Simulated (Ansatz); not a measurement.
Basis-set extrapolation for `NB([SiH3])CF` (PBE0-D4/def2-TZVP geometry, frozen core, the Gaussian-basis code of Ansatz). Multiplicity 1, RHF reference.

|  | def2-TZVPP | def2-QZVPP |
| --- | --- | --- |
| HF | -509.583684 | -509.602610 |
| MP2 correlation | -0.860173 | -0.926508 |
| CCSD(T) correlation | -0.942168 | not run |

Energies in hartree. Use E(X) = E(∞) + A·exp(−7.88·√X) for Hartree–Fock and E(X) = E(∞) + B·X^(−2.97) for correlation, with X = 3 and 4, and add CCSD(T) minus MP2 of the smaller set to the MP2 limit.

What is the CCSD(T) energy at the basis-set limit?

HF limit: -509.602610 + (-0.018926) × 0.13774 = -509.60522. MP2 limit: -0.926508 + (-0.066335) × 0.74074 = -0.97564. Higher-order term: -0.942168 − (-0.860173) = -0.08200. Total: -510.66286 hartree, 359.7 kJ/mol below CCSD(T)/def2-TZVPP.
